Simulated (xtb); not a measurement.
xtb input:

```bash
xtb mol.xyz --gfn 2 --ohess tight --chrg 0 --uhf 0
```
mol.xyz:
```
2

Cu    -0.43670870    -0.34926579    -0.60264834
F      0.47700457     0.34507331     0.61052836
```

Task: Which total energy does the run end on?

Result: -8.62870 Eh (GFN2-xTB).
